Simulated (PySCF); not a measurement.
PySCF 2.14 output of an unrestricted PBE0 calculation on a single atom or ion in aug-cc-pV(Q+d)Z with one added diffuse shell each of s, p, d, f, g type (8s7p6d4f3g, 114 functions), with no relativity, point nucleus:

```
SCF conv_tol = 1e-09
number electrons alpha = 10  beta = 6
    C. Adamo and V. Barone.,  J. Chem. Phys. 110, 6158 (1999)
    M. Ernzerhof and G. E. Scuseria.,  J. Chem. Phys. 110, 5029 (1999)
cycle= 1 E= -397.743133530291  delta_E= -0.0031  |g|= 0.0182  |ddm|= 0.511
cycle= 2 E= -397.743200327821  delta_E= -6.68e-05  |g|= 0.00285  |ddm|= 0.129
cycle= 3 E= -397.743203504865  delta_E= -3.18e-06  |g|= 0.00029  |ddm|= 0.0203
cycle= 4 E= -397.74320388136  delta_E= -3.76e-07  |g|= 2.18e-05  |ddm|= 0.00736
cycle= 5 E= -397.743203883188  delta_E= -1.83e-09  |g|= 4.47e-06  |ddm|= 0.00057
cycle= 6 E= -397.743203883197  delta_E= -8.64e-12  |g|= 4.38e-07  |ddm|= 3.57e-05
converged SCF energy = -397.743203883197  <S^2> = 6.0002505  2S+1 = 5.0001002
```

The run itself started from symmetry-adapted Hartree-Fock orbitals and held the occupation by maximum overlap, on a logarithmic radial grid, so the iterations belong to that start.

Q: Which element, charge and spin multiplicity is this?

A: S (sulfur, neutral), multiplicity 5; the state was [Ne] 3s2 3p3 4s1, high-spin 5S determinant (an excited configuration).

The outer electron is Rydberg-like, and this basis confines it to a smaller radius and binds it less than a complete one would.
